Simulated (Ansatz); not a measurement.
The same ligand exchange along the group Ti, Zr, Hf.

Isolated molecules relaxed with PBE0-D4/def2-TZVP in Ansatz; ΔE leaves out vibrations. CCSD(T)/CBS is the MP2 limit (def2-TZVPP, def2-QZVPP) plus CCSD(T) − MP2 in def2-TZVPP, frozen cores. This one scheme is used for every species. DFT in def2-TZVPP. def2 core potentials past Kr. For Hf, Ti, Zr outer-core shells are correlated without core-valence functions, which leaves a few kJ/mol of doubt a bond. Scalar relativity is left out up to krypton.

```json
{"reaction": "`[F][Ti]([Cl])([Cl])[Cl]` + HCl → `[Cl][Ti]([Cl])([Cl])[Cl]` + H–F", "ωB97M-V (kJ/mol)": "25", "PBE-D4 (kJ/mol)": "20", "revPBE-D4 (kJ/mol)": "19", "ωB97X-V (kJ/mol)": "30", "CCSD(T)/CBS(def2) (kJ/mol)": "7"}
{"reaction": "`[F][Zr]([Cl])([Cl])[Cl]` + HCl → `[Cl][Zr]([Cl])([Cl])[Cl]` + H–F", "ωB97M-V (kJ/mol)": "23", "PBE-D4 (kJ/mol)": "20", "revPBE-D4 (kJ/mol)": "20", "ωB97X-V (kJ/mol)": "27", "CCSD(T)/CBS(def2) (kJ/mol)": "10"}
{"reaction": "`[F][Hf]([Cl])([Cl])[Cl]` + HCl → `[Cl][Hf]([Cl])([Cl])[Cl]` + H–F", "ωB97M-V (kJ/mol)": "23", "PBE-D4 (kJ/mol)": "22", "revPBE-D4 (kJ/mol)": "23", "ωB97X-V (kJ/mol)": "27", "CCSD(T)/CBS(def2) (kJ/mol)": "13"}
```

Largest T1 diagnostic: 0.025, for `[Cl][Ti]([Cl])([Cl])[Cl]`.
